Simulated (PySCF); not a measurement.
Gas-phase reaction: 2 SnH₄ + 3 Cl₂ = 2 SnHCl₃ + 3 H₂

Method: PySCF energies plus ideal-gas RRHO corrections (1 bar). † marks an energy on the PBE0/def2-TZVP geometry and frequencies. MP2 and CCSD(T) freeze the core. All species are closed-shell singlets. B3LYP is the form with VWN-RPA correlation. Sn: scalar-relativistic def2 core potential, no spin-orbit coupling. SnHCl₃: computed as isolated molecules; such fragments, hydroxides, amides, oligomers or adducts are transient or little studied in the gas. MP2 isn't extrapolated to the basis-set limit; its ΔH°(298 K) is -1065.0 kJ in def2-SVP and -1041.2 kJ in def2-TZVPP. CCSD(T) isn't extrapolated to the basis-set limit; its ΔH°(298 K) is -993.0 kJ in def2-SVP and -971.7 kJ in def2-TZVPP. The harmonic model lacks anharmonicity and excited electronic states, which grow with temperature; levels with a mode under 35 cm⁻¹ are left out. Soft modes under 120 cm⁻¹ make the harmonic entropy rough for SnHCl₃.

```tsv
level	ΔE electronic, kJ	ΔH°(298 K), kJ	ΔS°(298 K), J/K	ΔG°(2500 K), kJ
B3LYP/def2-TZVP†	-943	-941	-43	-911
BLYP/def2-TZVP†	-918	-916	-43	-886
CCSD(T)/def2-SVP†	-995	-993	-43	-963
CCSD(T)/def2-TZVPP†	-973	-972	-43	-942
HF/def2-TZVP†	-1017	-1016	-43	-986
MP2/def2-SVP†	-1067	-1065	-43	-1035
MP2/def2-TZVPP†	-1043	-1041	-43	-1011
PBE0/def2-QZVP†	-953	-951	-43	-921
ωB97M-V/def2-TZVP†	-973	-971	-43	-941
```
ΔH° is lowest at MP2/def2-SVP† and highest at BLYP/def2-TZVP†. No reference value is set beside these.
